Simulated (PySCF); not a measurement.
Predicted microwave data (CAM-B3LYP/def2-SVPD in PySCF (dipole) on a GFN2-xTB geometry, gas phase) for one isomer of C7H9N:

* Rotational constants: A = 5519, B = 1478, C = 1175 MHz
* Dipole components: |μa| = 1.00 D, |μb| = 0.00 D, |μc| = 0.89 D
* Inertial defect: -3.47 u·Å²
* κ: -0.86

**Question.** Which structure is it? (One computed conformer of each.)
A. `[CH2:1]=[CH:2][C@@H:3]([C:4]#[C:5][CH3:6])[N:7]=[CH2:8]` with C1–C2–C3–C4 14°, C2–C3–N7–C8 -126°
B. `CC(C)=C1C[C@@H]1C#N`
C. `Cc1ccc(N)cc1` (p-toluidine)

**Answer.** C. It is Cc1ccc(N)cc1, an asymmetric top, point group Cs. The candidates at the same level (rigid rotor, commonest isotopes):

| SMILES | A (MHz) | B (MHz) | C (MHz) | μa (D) | μb (D) | μc (D) | Δ (u·Å²) | point group | rotor |
| --- | --- | --- | --- | --- | --- | --- | --- | --- | --- |
| Cc1ccc(N)cc1 | 5519 | 1478 | 1175 | 1.00 | 0.00 | 0.89 | -3.47 | Cs | asymmetric top |
| C=C[C@@H](C#CC)N=C | 2491 | 1554 | 1025 | 2.15 | 0.23 | 0.40 | -35.28 | C1 | asymmetric top |
| CC(C)=C1C[C@@H]1C#N | 3599 | 1321 | 1085 | 3.80 | 1.97 | 1.67 | -56.99 | C1 | asymmetric top |

`C=C[C@@H](C#CC)N=C` has A 55 % too low; `CC(C)=C1C[C@@H]1C#N` has A 35 % too low. In the right answer the mirror of this Cs structure is the ac plane, so μb vanishes by symmetry. No structure here is proved a minimum.
